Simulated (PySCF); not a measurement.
## Correlation energy of Fe (iron, neutral)

Starting occupation: [Ar] 3d7 4s1, 3d3/2 with m_j = +1/2, +3/2, 3d5/2 with m_j = -3/2, -1/2, +1/2, +3/2, +5/2, 4s1/2 with m_j = +1/2. Computed with PySCF 2.14 in x2c-TZVPall-2c with one added diffuse shell each of s, p, d type (7s8p5d1f, 63 functions), with X2C-1e with screened-nucleus spin-orbit coupling, Gaussian nucleus. Frozen: [Ne]; 16 electrons correlated; the 6 highest virtual spinors left out.

MP2 pair energies summed by pair of shells (mhartree):

```
 pair   energy  share (%)
3d-3d  -176.24       36.1
3d-3p  -173.06       35.4
3p-3p   -61.54       12.6
3d-3s   -29.92        6.1
3p-3s   -23.75        4.9
3d-4s   -14.81        3.0
3p-4s    -5.29        1.1
3s-3s    -3.43        0.7
3s-4s    -0.38        0.1
```

Total MP2 correlation energy: -488.42 mhartree.

The GHF reference relaxed away from the jj start to a determinant that is no pure jj level (⟨S²⟩ = 6.00, ⟨J²⟩ = 30.01); the energies belong to that determinant.

This basis was not built for core-valence correlation, so the inner-shell part is incomplete.
